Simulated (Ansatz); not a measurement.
`N[SiH2]C[Si](N)(F)F` + H₂ → `N[SiH](F)F` + `C[SiH2]N`  (hydrogenolysis of the Si–C bond)

Calculated with Ansatz (gas phase, PBE0-D4/def2-TZVP geometries, no zero-point term in ΔE). CCSD(T)/CBS adds triple-zeta CCSD(T) − MP2 to the extrapolated MP2 energy (def2 sets, frozen cores). This one scheme is used for every species. DFT in def2-TZVPP. B3LYP here is the variant with VWN-RPA as its local correlation; programs differ in this. Each species was taken in one conformer, which may not be the lowest.

Q: Is it downhill or uphill in electronic energy at CCSD(T)/CBS, and by how much? (Estimate.)

A: Computed: Uphill: ΔE = +8.8 kJ/mol.

Q: What do these levels give: r2SCAN-D4, B3LYP-D4, B2PLYP, r2SCAN, PBE0, HF/def2-TZVPP, MP2/def2-TZVPP, SCS-MP2/def2-TZVPP, CCSD/def2-TZVPP, CCSD(T)/def2-TZVPP, MP2/def2-QZVPP, CCSD/CBS(def2)? (Best estimate.)

A: Ansatz gave: r2SCAN-D4 14.6, B3LYP-D4 10.1, B2PLYP -3.1, r2SCAN 10.6, PBE0 -0.2, HF/def2-TZVPP -26.7, MP2/def2-TZVPP 12.5, SCS-MP2/def2-TZVPP 3.1, CCSD/def2-TZVPP 1.9, CCSD(T)/def2-TZVPP 8.3, MP2/def2-QZVPP 12.3, CCSD/CBS(def2) 2.4 kJ/mol.

Largest T1 diagnostic among the species: 0.011.

In def2-TZVPP, CCSD(T) changes the Hartree–Fock value by +35.0 kJ/mol (the triples alone add +6.4 kJ/mol) and MP2 by +39.2 kJ/mol. The D4 term adds +22.6 kJ/mol with B3LYP and +12.6 kJ/mol with PBE0; it sums over pairs of atoms, weighted by their polarisabilities, and B3LYP, whose exchange is more repulsive, gets the larger term.
